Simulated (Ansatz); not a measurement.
C₅H₁₃O₃Si, charge +2, doublet (typed; the unrestricted solution is spin-contaminated), at a GFN2-xTB geometry of the parent state (a state made from the parent by changing its charge; the spin is typed, not shown lowest); SVWN5/6-31G run with Ansatz (a program for electronic structure).

Ansatz was given this input:
Ansatz 0.2 input:
```yaml
crystal:
  periodic: [false, false, false]
  atoms:
    - {symbol: C, position_ang: [2.95893654, 0.38689636, 0.63473230]}
    - {symbol: C, position_ang: [1.69263355, 1.15549515, 0.98434256]}
    - {symbol: O, position_ang: [0.52673530, 0.40969354, 0.77593955]}
    - {symbol: Si, position_ang: [0.02485384, -0.27257405, -0.62496166]}
    - {symbol: C, position_ang: [0.58416436, -2.20764428, -0.32958892]}
    - {symbol: O, position_ang: [0.61384821, 0.03320750, -2.00139191]}
    - {symbol: O, position_ang: [-1.57080562, -0.53350328, -0.43573956]}
    - {symbol: C, position_ang: [-2.45533194, -0.11798617, 0.56287740]}
    - {symbol: C, position_ang: [-2.56361505, 1.39653957, 0.64998372]}
    - {symbol: H, position_ang: [3.83114492, 0.99586567, 0.85512287]}
    - {symbol: H, position_ang: [3.01227456, -0.53263596, 1.21271682]}
    - {symbol: H, position_ang: [2.94846709, 0.14346386, -0.42371502]}
    - {symbol: H, position_ang: [1.64586651, 2.06705104, 0.37760184]}
    - {symbol: H, position_ang: [1.69488402, 1.43071731, 2.04558358]}
    - {symbol: H, position_ang: [1.62611951, -2.25967722, -0.59298640]}
    - {symbol: H, position_ang: [0.39468657, -2.42592751, 0.70846750]}
    - {symbol: H, position_ang: [-0.03920568, -2.77063351, -1.00169045]}
    - {symbol: H, position_ang: [-3.42587355, -0.55939607, 0.30615436]}
    - {symbol: H, position_ang: [-2.13880731, -0.52060528, 1.53356867]}
    - {symbol: H, position_ang: [-2.84308328, 1.80121798, -0.31916021]}
    - {symbol: H, position_ang: [-3.31085018, 1.67566247, 1.38813488]}
    - {symbol: H, position_ang: [-1.60252520, 1.81594797, 0.93511761]}
basis:
  gaussian:
    orbitals: 6-31G
hamiltonian:
  xc: {name: SVWN5}
total_charge: 2
magnetization: {spin_polarized: true, initial_magnetization: 1}
```

The log (banner, timings and long lists left out):

```
Functional definition: SVWN5
1417 factors; integrals over basis functions are off by at most 1.9e-4 eV
mean field evaluation 1: about -19222.3435 eV, gradient 9.5e1 eV
mean field evaluation 2: about -19080.4097 eV, gradient 1.8e2 eV
mean field evaluation 4: about -19247.4314 eV, gradient 4.6e1 eV
mean field evaluation 8: about -19254.3002 eV, gradient 3.0e1 eV
mean field evaluation 16: about -19261.2173 eV, gradient 2.0e-1 eV
mean field evaluation 32: about -19261.2269 eV, gradient 2.1e-6 eV
mean field evaluation 64: about -19261.1741 eV, gradient 8.7e-1 eV
mean field evaluation 96: about -19260.2270 eV, gradient 2.4e0 eV
mean field evaluation 128: about -19261.1100 eV, gradient 7.1e-1 eV
mean field -19261.22690512 eV, -707.8370330348 hartree, gradient 2.1e-6 eV, S^2 0.924069; 10 other end points of the search recorded, 0 dependent functions left out
reference -19261.22694144 eV, -707.8370343695 hartree; 40, 39 occupied and 71, 72 virtual orbitals, 1417 factors
Total energy: -19261.22694144 eV, -707.8370343695 hartree
```
